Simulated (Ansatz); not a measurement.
Diatomic SeO, multiplicity 3 (the spin of the measured ground state). No spin–orbit coupling. Se is treated without relativity.

D_e counts from the fitted minimum to each atom's lowest state at the same level, without counterpoise.

Correlated levels freeze the inner cores; with def2 sets outer-core shells near the valence are correlated too.

Run with Ansatz (Gaussian orbitals). 

```
level               bond energy D_e (kJ/mol)
------------------  ------------------------
SVWN5/def2-TZVPP                       612.7
PBE/def2-TZVPP                         509.8
r2SCAN/def2-TZVPP                      468.3
B3LYP/def2-TZVPP                       444.6
BHLYP/def2-TZVPP                       363.9
wB97X-V/def2-TZVPP                     442.8
B2PLYP/def2-TZVPP                      447.0
CCSD/def2-TZVPP                   (withheld)
CCSD(T)/def2-QZVPP                (withheld)
```

### Question
Complete the blanks.

### Answer

- CCSD/def2-TZVPP, bond energy D_e (kJ/mol): 382.3
- CCSD(T)/def2-QZVPP, bond energy D_e (kJ/mol): 432.5

Ansatz is a quantum-chemistry and plane-wave program.
